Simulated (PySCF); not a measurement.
Property card for `c1cc(-c2ccsc2)ccn1`

Species: C9H7NS.
SMILES with atom numbers: `[cH:1]1[cH:2][c:3](-[c:4]2[cH:5][cH:6][s:7][cH:8]2)[cH:9][cH:10][n:11]1` (hydrogens: H12 on C1; H13 on C2; H14 on C5; H15 on C6; H16 on C8; H17 on C9; H18 on C10)

Cartesian coordinates in Å at the GFN2-xTB level; atoms count from 1:
```xyz
18
C9H7NS angstrom
C     -2.630   -0.935   -0.176
C     -1.262   -1.144   -0.164
C     -0.415   -0.051    0.028
C      1.036   -0.206    0.052
C      1.957    0.795   -0.373
C      3.248    0.407   -0.250
S      3.390   -1.180    0.398
C      1.685   -1.327    0.487
C     -1.012    1.199    0.198
C     -2.393    1.290    0.167
N     -3.192    0.252   -0.015
H     -3.316   -1.759   -0.323
H     -0.857   -2.132   -0.317
H      1.659    1.747   -0.774
H      4.134    0.955   -0.501
H      1.258   -2.225    0.888
H     -0.410    2.078    0.368
H     -2.889    2.243    0.297
```

Some functional groups and rings: pyridine-type ring nitrogen and aromatic ring with sulfur.

**GFN2-xTB geometry**

- Point group of the GFN2-xTB geometry: C1
- Rotational constants A, B, C of the GFN2-xTB geometry: 3.304, 0.526, 0.463 GHz

PBE0/pcSseg-1 ground state and GIAO shieldings, non-relativistic (PySCF):

* Dipole moment: 2.43 D
* HOMO energy: -6.96 eV
* LUMO energy: -1.35 eV
* HOMO–LUMO gap: 5.61 eV
* Lowest Hirshfeld atomic charge: -0.17 e on N11
* Highest Hirshfeld atomic charge: +0.12 e on S7
* 13C chemical shifts (computed TMS as zero) by class: 156.6 (C1/C10), 148.3 (C3), 146.5 (C4), 135.9 (C6), 131.8 (C8), 131.1 (C5), 125.9 (C2/C9) ppm
* 1H chemical shifts (computed TMS as zero) by class: 9.03 (H12/H18), 7.56 (H13/H17), 7.54 (H14), 7.49 (H16), 7.35 (H15) ppm
* Isotropic shieldings of nuclei other than C and H, by class: -89 (N11), 267 (S7) ppm
* Mayer bond orders between heavy atoms: C1–C2 1.41, C2–C3 1.39, C3–C4 1.04, C4–C5 1.26, C5–C6 1.59, C6–S7 1.18, S7–C8 1.19, C3–C9 1.39, C9–C10 1.41, C10–N11 1.48, N11–C1 1.48, C8–C4 1.54

Monoisotopic mass (most abundant isotopes): 161.0299 u.

A dipole of 2.43 D is allowed in C1, and pure rotational transitions are dipole-allowed. The rotational constants make it an asymmetric top with κ = (2B − A − C)/(A − C) = -0.96, nearer the prolate limit (−1). In atomic units the dipole is 0.96 e·bohr (1 au = 2.5417 D). With B = h/(8π²I), that is 505.379 GHz u Å² over I, the principal moments of inertia are 152.9, 960.2 and 1091.4 u Å² (most abundant isotopes); the inertial defect Ic − Ia − Ib is -21.7 u Å² (zero for a rigid planar frame, negative otherwise).

Isolated species at its GFN2-xTB geometry (one conformer only).
